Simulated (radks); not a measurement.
Spherical quantum dot in the effective-mass picture: electrons in a parabolic well V = omega^2 r^2 / 2 with omega = 0.242, all in effective atomic units (hartree* = m*/eps^2 hartree, bohr* = eps/m* bohr), one dielectric constant everywhere. Method: non-relativistic Kohn-Sham, exchange-only LDA, spin-polarised, spherical densities; computed with a radial shooting solver with Libxc functionals. Levels are named by radial order and angular momentum (1s, 1p, 1d, 2s, ...), and open shells are averaged over m. Results are scaled to m* = 0.027 and eps = 7.2, for which hartree* = 14.17 meV and bohr* = 14.11 nm.

N = 17, configuration 1s2 1p6 1d(up 5, down 4). This is the lowest configuration that the search found. Occupied and some empty levels:

| level | occupation | eigenvalue (meV) | <r> (nm) |
|---|---|---|---|
| 1s up | 1 | 51.566 | 57.08 |
| 1s down | 1 | 51.649 | 56.25 |
| 1p up | 3 | 52.685 | 69.45 |
| 1p down | 3 | 52.800 | 69.19 |
| 1d up | 5 | 54.024 | 77.41 |
| 1d down | 4 | 54.148 | 77.39 |
| 2s up | 0 | 54.484 | 63.05 |
| 2s down | 0 | 54.543 | 63.44 |
| 1f up | 0 | 55.571 | 83.49 |
| 1f down | 0 | 55.696 | 83.58 |
| 2p up | 0 | 56.367 | 70.85 |
| 2p down | 0 | 56.438 | 70.88 |

Energy (meV): total 558.487, kinetic 37.791, external 198.76, Hartree 360.87, exchange-correlation -38.935.

Electron density:

| r (nm) | n(r) (e/nm^3) |
|---|---|
| 3.00 | 2.518e-06 |
| 14.3 | 2.818e-06 |
| 25.6 | 3.523e-06 |
| 36.9 | 4.532e-06 |
| 48.2 | 5.495e-06 |
| 59.5 | 5.871e-06 |
| 70.8 | 5.221e-06 |
| 82.0 | 3.639e-06 |
| 93.3 | 1.874e-06 |
| 105 | 6.799e-07 |
| 116 | 1.700e-07 |
| 127 | 2.913e-08 |
| 139 | 3.420e-09 |
| 150 | 2.721e-10 |
